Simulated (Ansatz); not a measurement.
`B1OC=CO1`, charge 0, multiplicity 1.

(1) Give a relaxed structure at PBE0-D4/def2-TZVP (the Gaussian-basis code of Ansatz). (Estimate.)

## Answers

(1) Ansatz gave: 
Cartesian coordinates in Å:
```
B 0.259 -0.620 -1.099
O 0.586 0.690 -0.839
C 0.128 0.930 0.432
C -0.445 -0.169 0.917
O -0.384 -1.173 -0.017
H 0.497 -1.190 -2.109
H 0.276 1.910 0.853
H -0.916 -0.378 1.863
```
Point group C2v.
